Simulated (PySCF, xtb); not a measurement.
C₃H₅ClOSi, SMILES C1C=CO[Si@@H]1Cl. Other conformers were not sampled.

Harmonic wavenumbers (cm⁻¹) from GFN2-xTB (xtb 6.7.1) at its own minimum, in rising order: 92, 142, 225, 403, 437, 545, 586, 667, 689, 736, 782, 799, 823, 840, 1006, 1046, 1084, 1149, 1219, 1265, 1452, 1690, 2338, 2965, 2994, 3109, 3132.

**Question.** What does PBE-D3(BJ)/def2-SVP (PySCF 2.14.0) give at its own minimum? (Estimate from the structure and the level; the computed values follow.)

**Answer.** 84, 175, 243, 419, 454, 542, 639, 676, 702, 727, 745, 831, 839, 892, 940, 1025, 1060, 1141, 1175, 1310, 1350, 1629, 2223, 2969, 3027, 3131, 3152. Paired by order, the mean absolute difference is 33 cm⁻¹ and the zero-point energies are 46.1 and 45.9 kcal/mol.
